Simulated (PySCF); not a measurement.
# Rh (rhodium, neutral): UHF calculation

Configuration: [Kr] 4d8 5s1, high-spin 4F determinant. All numbers are calculated (PySCF 2.14, a scalar-relativistic core potential, in aug-cc-pVDZ-PP with ECP28MDF (5s5p4d2f, 54 functions)).

* Total energy: -109.387054 hartree
* One-electron energy: -193.5696 hartree
* Hartree (Coulomb) energy: 94.8533 hartree
* Exchange energy: -10.6707 hartree
* ⟨S²⟩: 3.7527
* ⟨L²⟩: 12.044
* Sum of ⟨r⟩: 24.68 bohr
* Sum of ⟨r²⟩: 48.55 bohr²
* Time after the integrals: 0.2 s of wall time on 1 thread of AMD EPYC 9R45 96-Core Processor (shared host)

```tsv
shell	electrons	mean orbital energy (eV)	spread (eV)	rms radius, mean of both spins (bohr)
4s α	1	-103.02	0	1.06
4s β	1	-99.360	0	1.06
4p α	3	-66.163	0	1.17
4p β	3	-61.721	0	1.17
4d α	5	-12.353	1.072	1.72
4d β	3	-10.523	0	1.72
5s α	1	-6.478	0	3.78
```

Energies and moments cover only the electrons outside the core potential.
